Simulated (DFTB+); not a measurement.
DFTB+ input (SCC-DFTB): The folder sk holds the Slater-Koster set scc that CP2K ships.

```
Geometry = xyzFormat {
15

C     -1.65691817    -0.79636213    -0.38564540
C     -0.52278099     0.04773370     0.19469952
C     -0.46619912     1.43026824    -0.45296424
C      0.80136404    -0.68756656     0.04906601
O      1.82004174     0.05445435     0.71634923
H     -2.61685148    -0.29235873    -0.26218020
H     -1.72504826    -1.77093654     0.10270601
H     -1.50946393    -0.96629567    -1.45591552
H     -0.69727634     0.17533522     1.26861938
H     -0.31107238     1.34253724    -1.53252840
H      0.35026452     2.02193010    -0.04104718
H     -1.40035727     1.97263530    -0.29401560
H      0.71345967    -1.69213926     0.48169695
H      1.04011140    -0.80010022    -1.01781706
H      2.66310579    -0.39068173     0.58875250
}
Hamiltonian = DFTB {
  SCC = Yes
  SCCTolerance = 1e-8
  MaxSCCIterations = 300
  Charge = 0
  SlaterKosterFiles = Type2FileNames {
    Prefix = "sk/"
    Separator = ""
    Suffix = ".spl"
    LowerCaseTypeName = Yes
  }
  MaxAngularMomentum {
    C = "p"
    H = "s"
    O = "p"
  }
  Filling = Fermi { Temperature [K] = 0 }
}
ParserOptions { ParserVersion = 14 }
```

Output:

```
|===============================================================================
|
|
|  Copyright (C) 2006 - 2025  DFTB+ developers group
|
|===============================================================================
|
|  When publishing results obtained with DFTB+, please cite the following
|  reference:
|
|    Recent Developments in DFTB+, a Software Package for Efficient Atomistic
|    Quantum Mechanical Simulations, J. Phys. Chem. A 129, 5373−5390 (2025).
|    [https://doi.org/10.1021/acs.jpca.5c01146]
|
|  You should also cite additional publications crediting the parametrization
|  data you use. Please consult the documentation of the SK-files for the
|  references.
|
|===============================================================================

Reading input file 'dftb_in.hsd'
Parser version: 14

--------------------------------------------------------------------------------
Reading SK-files:
./sk/cc.spl
./sk/co.spl
./sk/ch.spl
./sk/oo.spl
./sk/oh.spl
./sk/hh.spl
Done.

Processed input in HSD format written to 'dftb_pin.hsd'

Starting initialization...
--------------------------------------------------------------------------------
Mode:                        Static calculation
Self consistent charges:     Yes
SCC-tolerance:                 0.100000E-07
Max. scc iterations:                    300
Shell resolved Hubbard:      No
Spin polarisation:           No
Nr. of up electrons:            16.000000
Nr. of down electrons:          16.000000
Periodic boundaries:         No
Electronic solver:           Relatively robust
Mixer:                       Broyden mixer
Mixing parameter:                  0.200000
Nr. of chrg. vec. in memory:            300
Max. SCC-cycles:                        300
Electronic temperature:              0.100000E-07 H      0.272114E-06 eV
Initial charges:             Set automatically (system chrg:   0.000E+00)
Included shells:             C:  s, p
                             O:  s, p
                             H:  s
Extra options:
                             Mulliken analysis

--------------------------------------------------------------------------------

***  Geometry step: 0

 iSCC Total electronic   Diff electronic      SCC error
    1   -0.14149689E+02    0.00000000E+00    0.65301589E+00
    2   -0.14157824E+02   -0.14149689E+02    0.45719925E+00
    3   -0.14165099E+02   -0.81348601E-02    0.24448504E-01
    4   -0.14165207E+02   -0.72753056E-02    0.98207686E-02
    5   -0.14165209E+02   -0.10766968E-03    0.24305753E-02
    6   -0.14165209E+02   -0.23042882E-05    0.43715037E-03
    7   -0.14165209E+02   -0.28878922E-06    0.13007069E-03
    8   -0.14165209E+02   -0.66245729E-08    0.15064113E-04
    9   -0.14165209E+02   -0.14086119E-08    0.40783306E-05
   10   -0.14165209E+02   -0.15965895E-10    0.13143964E-05
   11   -0.14165209E+02   -0.10924595E-11    0.43331538E-07
>> Charges saved for restart in charges.bin
   12   -0.14165209E+02   -0.11191048E-12    0.47239439E-08

Total Energy:                      -13.9614318566 H         -379.9099 eV
Extrapolated to 0K:                -13.9614318566 H         -379.9099 eV
Total Mermin free energy:          -13.9614318566 H         -379.9099 eV
Force related energy:              -13.9614318566 H         -379.9099 eV

 Fermi distribution function

Calculation with static geometry

********************************************************************************
 iSCC Total electronic   Diff electronic      SCC error
   12   -0.14165209E+02   -0.11191048E-12    0.47239439E-08
********************************************************************************

 Total charge:    -0.00000000

 Atomic gross charges (e)
 Atom           Charge
    1      -0.19586467
    2      -0.01329477
    3      -0.18420775
    4       0.10916647
    5      -0.43759791
    6       0.06014996
    7       0.05519853
    8       0.05653027
    9       0.05338377
   10       0.05255864
   11       0.07099783
   12       0.05344177
   13       0.01680780
   14       0.01783220
   15       0.28489785

Nr. of electrons (up):     32.00000000
Atom populations (up)
 Atom       Population
    1       4.19586467
    2       4.01329477
    3       4.18420775
    4       3.89083353
    5       6.43759791
    6       0.93985004
    7       0.94480147
    8       0.94346973
    9       0.94661623
   10       0.94744136
   11       0.92900217
   12       0.94655823
   13       0.98319220
   14       0.98216780
   15       0.71510215

l-shell populations (up)
 Atom Sh.   l       Population
    1   1   0       1.25923759
    1   2   1       2.93662708
    2   1   0       1.19562896
    2   2   1       2.81766581
    3   1   0       1.25636025
    3   2   1       2.92784750
    4   1   0       1.19012704
    4   2   1       2.70070648
    5   1   0       1.72216763
    5   2   1       4.71543028
    6   1   0       0.93985004
    7   1   0       0.94480147
    8   1   0       0.94346973
    9   1   0       0.94661623
   10   1   0       0.94744136
   11   1   0       0.92900217
   12   1   0       0.94655823
   13   1   0       0.98319220
   14   1   0       0.98216780
   15   1   0       0.71510215

Orbital populations (up)
 Atom Sh.   l   m       Population  Label
    1   1   0   0       1.25923759  s
    1   2   1  -1       0.97639219  p_y
    1   2   1   0       0.98233191  p_z
    1   2   1   1       0.97790298  p_x
    2   1   0   0       1.19562896  s
    2   2   1  -1       0.92353636  p_y
    2   2   1   0       0.96417565  p_z
    2   2   1   1       0.92995380  p_x
    3   1   0   0       1.25636025  s
    3   2   1  -1       0.96476000  p_y
    3   2   1   0       0.97797473  p_z
    3   2   1   1       0.98511277  p_x
    4   1   0   0       1.19012704  s
    4   2   1  -1       0.90797334  p_y
    4   2   1   0       0.91550165  p_z
    4   2   1   1       0.87723150  p_x
    5   1   0   0       1.72216763  s
    5   2   1  -1       1.71081257  p_y
    5   2   1   0       1.82894666  p_z
    5   2   1   1       1.17567106  p_x
    6   1   0   0       0.93985004  s
    7   1   0   0       0.94480147  s
    8   1   0   0       0.94346973  s
    9   1   0   0       0.94661623  s
   10   1   0   0       0.94744136  s
   11   1   0   0       0.92900217  s
   12   1   0   0       0.94655823  s
   13   1   0   0       0.98319220  s
   14   1   0   0       0.98216780  s
   15   1   0   0       0.71510215  s

Fermi level:                         0.0220740768 H            0.6007 eV
Band energy:                       -13.1961799338 H         -359.0863 eV
TS:                                  0.0000000000 H            0.0000 eV
Band free energy (E-TS):           -13.1961799338 H         -359.0863 eV
Extrapolated E(0K):                -13.1961799338 H         -359.0863 eV
Input / Output electrons (q):     32.0000000000     32.0000000000

Energy H0:                         -14.1845519916 H         -385.9813 eV
Energy SCC:                          0.0193427713 H            0.5263 eV
Total Electronic energy:           -14.1652092203 H         -385.4550 eV
Repulsive energy:                    0.2037773637 H            5.5451 eV
Total energy:                      -13.9614318566 H         -379.9099 eV
Extrapolated to 0:                 -13.9614318566 H         -379.9099 eV
Total Mermin free energy:          -13.9614318566 H         -379.9099 eV
Force related energy:              -13.9614318566 H         -379.9099 eV

Non-constrained calculation

SCC converged

Dipole moment:    0.10611001   -0.38189654   -0.22280937 au
Dipole moment:    0.26970476   -0.97068425   -0.56632498 Debye
```

The geometry given is a B3LYP-D3(BJ)/def2-TZVP minimum.
